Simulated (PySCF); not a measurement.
Dipole moment and polarisability of `Cc1ccccn1`

Compound: C₆H₇N.
Structure used (GFN2-xTB), in Å, numbered top down from 1:
```xyz
14
C6H7N angstrom
C      2.193   -0.270    0.144
C      0.703   -0.165    0.042
C      0.067    1.076    0.025
C     -1.312    1.120   -0.067
C     -2.015   -0.074   -0.141
C     -1.292   -1.255   -0.119
N      0.026   -1.302   -0.030
H      2.666    0.239   -0.694
H      2.543    0.197    1.063
H      2.482   -1.317    0.140
H      0.650    1.983    0.084
H     -1.833    2.067   -0.080
H     -3.091   -0.085   -0.213
H     -1.788   -2.216   -0.175
```

Level: CAM-B3LYP/def2-SVPD (PySCF), static field, nuclei fixed, core orbitals frozen in the response. The polarisability tensor in these axes (au):

```
x   94.27  0.90  3.20
y    0.90 79.32  0.76
z    3.20  0.76 47.93
```

**Question.** Give the principal values, the mean and the anisotropy Δα = √{½[(α1 − α2)² + (α2 − α3)² + (α1 − α3)²]}.

**Answer.** Principal values 47.69, 79.28 and 94.55 au; mean 73.84 au = 10.94 Å³ = 12.17 × 10⁻⁴⁰ C²·m²/J; Δα = 41.39 au (56 % of the mean).

**Question.** What is the dipole moment, and where does it point?

**Answer.** (-0.61, 1.88, 0.00) D, 1.98 D in size, pointing from the negative to the positive side. Measured along this direction, the outermost atoms are H10 at the negative end and H12 at the positive end.

**Question.** How large is μ²/3kT at 298 K beside α?

**Answer.** In Gaussian units μ²/3kT = 31.69 Å³ against 10.94 Å³, a ratio of 2.90; the Debye molar polarisation (4π/3)N_A(α + μ²/3kT) is 107.5 cm³/mol, leaving out the vibrational part.

**Question.** Estimate the molar refractivity from the static electronic polarisability.

**Answer.** Lorentz–Lorenz: R = (4π/3)N_A α = 2.5225 cm³/(mol·Å³) × 10.94 Å³ = 27.6 cm³/mol, in the limit of long wavelengths.

**Question.** Directions of the eigenvectors, and the extent of the frame along each?

**Answer.** Largest value along (1.00, 0.06, 0.07), where the nuclei span 5.72 Å; middle along (-0.06, 1.00, 0.02), 4.28 Å; least along (-0.07, -0.02, 1.00), 1.76 Å. The response follows the extents in order.

Isolated species at its GFN2-xTB geometry, gas phase.
